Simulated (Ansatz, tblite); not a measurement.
Cost and result up the ladder for `CCCCCCCCB(O)O` (30 atoms). Total charge 0; singlet. Geometry: PBE0-D4/def2-SVP.

```xyz
30

C     0.0269    4.9593   -0.4729
C    -0.0572    3.5982    0.1975
C    -0.5186    2.4885   -0.7364
C    -0.5964    1.1197   -0.0774
C    -1.0803    0.0210   -1.0144
C    -1.1919   -1.3599   -0.3779
C     0.1364   -1.9853    0.0289
C    -0.0054   -3.3925    0.6133
B     1.3778   -4.0148    1.0308
O     1.8400   -5.1137    0.3613
O     2.0747   -3.4091    2.0402
H    -0.9519    5.2688   -0.8738
H     0.3601    5.7403    0.2274
H     0.7354    4.9461   -1.3169
H     0.9282    3.3301    0.6187
H    -0.7434    3.6516    1.0615
H    -1.5083    2.7512   -1.1536
H     0.1630    2.4362   -1.6054
H    -1.2706    1.1721    0.7975
H     0.3968    0.8599    0.3288
H    -2.0655    0.3119   -1.4197
H    -0.4051   -0.0350   -1.8883
H    -1.8513   -1.3039    0.5079
H    -1.6994   -2.0412   -1.0831
H     0.6494   -1.3419    0.7632
H     0.7986   -2.0154   -0.8563
H    -0.6534   -3.3446    1.5072
H    -0.5121   -4.0533   -0.1087
H     2.6978   -5.4406    0.6492
H     2.9257   -3.8039    2.2513
```

Ansatz on 4 threads of Arm Neoverse V1 on a shared host; xTB runs through tblite on one thread. Times are rough, summed over both states, and most runs start from the orbitals of an earlier one. PBE0-D4/def2-TZVP serves as the yardstick here, not as an exact answer. The other state is a triplet.

The xTB rows come from tblite. HOMO above LUMO, or a gap near zero within one spin, warns that the state may not be the lowest or that an electron is smeared out.

xTB has no spin-polarisation term.

| level | functions | wall time | vertical triplet (eV) | difference from PBE0-D4/def2-TZVP (eV) | remarks |
| --- | --- | --- | --- | --- | --- |
| GFN2-xTB | 63 | 0.031 s | 7.68 | 0.06 | – |
| GFN1-xTB | 82 | 0.052 s | 7.94 | 0.32 | – |
| PBE-D4/def2-TZVP (with forces) | 455 | 74 s | 6.88 | -0.75 | gap within one spin near zero (triplet) |
| PBE0-D4/def2-TZVP | 455 | 1.9 min | 7.63 | 0.00 | – |
